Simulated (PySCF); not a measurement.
Stepwise substitution at one centre (B NH2-H). Gas-phase values, no solvent. Strings in code marks are SMILES.

Quantity: vertical ionisation energy (energy after one electron is removed minus that of the parent at the parent's geometry), in eV.

Level 1: PBE-D3(BJ)/def2-TZVP // B3LYP-D3(BJ)/def2-TZVP (PySCF)
Level 2: minus the HOMO energy of B3LYP/6-31G* // B3LYP-D3(BJ)/def2-TZVP (PySCF)
Level 3: minus the HOMO energy of HF/6-31G* // B3LYP-D3(BJ)/def2-TZVP (PySCF)
Level 4: minus the HOMO energy of HF/STO-3G // B3LYP-D3(BJ)/def2-TZVP (PySCF)

| species | level 1 | level 2 | level 3 | level 4 |
|---|---|---|---|---|
| `BN` | 11.22 | 8.02 | 11.78 | 10.26 |
| `B` | 12.90 | 9.58 | 13.52 | 12.59 |
